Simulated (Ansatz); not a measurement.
Reaction (homolysis of the B–H bond): `BBr` → `[BH]Br`• + H•

Calculated with Ansatz (gas phase, PBE0-D4/def2-TZVP geometries, no zero-point term in ΔE). CBS: MP2 limit from def2 TZ/QZ plus the TZ coupled-cluster correction, frozen cores. This one scheme is used for every species, atoms too. DFT in def2-TZVPP. HSE06 is defined as in plane-wave codes. Open shells (•) are unrestricted, without spin–orbit coupling. Bonds to Br are less sure, by a few kJ/mol each and by 10 to 20 or more in all where they break to atoms, as the def2 sets lack core-valence functions. Scalar relativity is left out up to krypton.

```csv
species,HSE06 energy (Eh)
`BBr`,-2599.88734
`[BH]Br`•,-2599.21878
H•,-0.50075
```

Work out ΔE.

ΔE = (-2599.21878) + (-0.50075) − (-2599.88734) = 0.16781 Eh = +440.6 kJ/mol. CCSD(T)/CBS gives +461.0 kJ/mol.

What do rigid-rotor, harmonic-oscillator terms from PBE0-D4/def2-TZVP frequencies (298.15 K, 1 bar) make of the CCSD(T)/CBS value? (Best estimate.)

Ansatz gave: ΔZPE = -28.8 kJ/mol, ΔH = +438.2 kJ/mol, ΔS = 120 J/(mol·K), ΔG = +402.4 kJ/mol. Open shells count their whole term as degenerate.

Largest T1 diagnostic among the species: 0.013.

Leaving LDA and LC-ωPBE aside and taking each functional with its dispersion term where it has one, the values, not all of them listed here, spread over 31.0 kJ/mol, from revPBE-D4 to ωB97M-V. LDA lies +41.5 kJ/mol from PBE without D4, its usual overbinding. In def2-TZVPP, CCSD(T) changes the Hartree–Fock value by +87.1 kJ/mol (the triples alone add +0.5 kJ/mol) and MP2 by +79.3 kJ/mol; breaking electron pairs costs correlation energy, which Hartree–Fock lacks.
